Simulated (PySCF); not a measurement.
From computed data to an observable: oscillator strength and radiative lifetime

CH6AlClSi, SMILES [Al]([Cl])([SiH3])[CH3].

The structure is a stationary point at PBE0-D3(BJ)/def2-SVP. The structure was generated by enumeration; whether it is a known compound was not checked.

TDA-B3LYP/def2-SVPD (PySCF) puts the first singlet state with f over 0.02 at 6.04 eV (vertical), with the transition dipole (0.525, -0.761, 0.806) in atomic units.

Task: Find the oscillator strength, the wavelength and the radiative lifetime that this transition would have in vacuum if emission retraced absorption.

Result: 
|μ|² = 1.5044 au, so |μ| = 3.12 D. ΔE = 6.04/27.211 = 0.2220 hartree. f = (2/3) ΔE |μ|² = 0.223 (the program prints 0.223).
λ = 1239.84/6.04 = 205 nm; ν = 48716 cm⁻¹.
Einstein's coefficient A = 0.6670 ν² f s⁻¹ (ν in cm⁻¹) = 3.5e8 s⁻¹, so τ = 1/A = 2.8 ns. This state is S2; the lower singlet has f = 0.012. The figure is the radiative limit of this one transition; relaxation, internal conversion, crossing to triplets and a medium change what is measured.
